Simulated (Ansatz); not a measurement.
Geometry optimisation, Ansatz 0.2.0, RKS B3LYP/def2-SVP.

Input file:

```yaml
crystal:
  periodic: [false, false, false]
  atoms:
    - { symbol: B, position_ang: [-1.7977, 0.8161, 0.1461] }
    - { symbol: S, position_ang: [-1.3903, -0.8039, 0.8854] }
    - { symbol: Al, position_ang: [0.7948, -0.3421, 0.7178] }
    - { symbol: "N", position_ang: [1.8552, -0.7777, -0.8662] }
    - { symbol: H, position_ang: [-2.0097, 1.7924, 0.8144] }
    - { symbol: H, position_ang: [-1.9662, 0.9824, -1.0373] }
    - { symbol: H, position_ang: [1.6091, 0.3771, 1.9453] }
    - { symbol: H, position_ang: [1.6997, -1.7984, -1.0151] }
    - { symbol: H, position_ang: [1.2935, -0.2922, -1.6075] }
basis:
  gaussian: { orbitals: def2-SVP }
hamiltonian:
  xc: b3lyp
relax:
  f_tol: 0.02
  max_steps: 50
```

Launched with:

```bash
$ ansatz run input.yaml --threads 2 --pin off --max-ram 3072MiB --backend cpu --events-out ev --progress --plain --runs-dir out
```

**Question.** Where does it end, and by what steps?

**Answer.** It converged. After 22 steps the energy has fallen by 1.398 eV; S2 moved furthest, 1.35 Å.

| step | energy less start (eV) | largest force component (eV/Å) | accepted |
| --- | --- | --- | --- |
| 0 | 0.0000 | 1.993 | yes |
| 1 | -0.1606 | 1.484 | yes |
| 2 | -0.3297 | 0.562 | yes |
| 3 | -0.4091 | 0.339 | yes |
| 4 | -0.4393 | 1.810 | yes |
| 5 | -0.5756 | 1.149 | yes |
| 6 | -0.7567 | 0.765 | yes |
| 7 | -0.9132 | 1.193 | yes |
| 8 | -1.0758 | 1.200 | yes |
| 9 | -1.2179 | 0.737 | yes |
| 10 | -1.3013 | 0.456 | yes |
| 11 | -1.2781 | 0.918 | no |
| 12 | -1.3435 | 0.302 | yes |
| 13 | -1.3731 | 0.206 | yes |
| 14 | -1.3874 | 0.269 | yes |
| 15 | -1.3885 | 0.257 | yes |
| 16 | -1.3932 | 0.175 | yes |
| 17 | -1.3967 | 0.024 | yes |
| 18 | -1.3972 | 0.054 | yes |
| 19 | -1.3975 | 0.067 | yes |
| 20 | -1.3976 | 0.089 | yes |
| 21 | -1.3973 | 0.091 | no |
| 22 | -1.3980 | 0.016 | yes |

```xyz
9
Properties=species:S:1:pos:R:3
B -1.799 0.911 0.041
S -1.059 0.313 1.559
Al 0.923 -0.470 0.888
N 1.304 -0.681 -0.825
H -2.897 1.396 0.126
H -1.238 0.847 -1.025
H 1.974 -0.861 1.993
H 2.196 -1.026 -1.169
H 0.685 -0.475 -1.604
```

Whether the end is a true minimum wasn't checked by a vibrational analysis.

The run took 100 s on 2 threads of Intel(R) Xeon(R) Platinum 8259CL CPU @ 2.50GHz (Skylake/Cascade Lake), with other jobs on the host, peak memory 0.2 GiB.
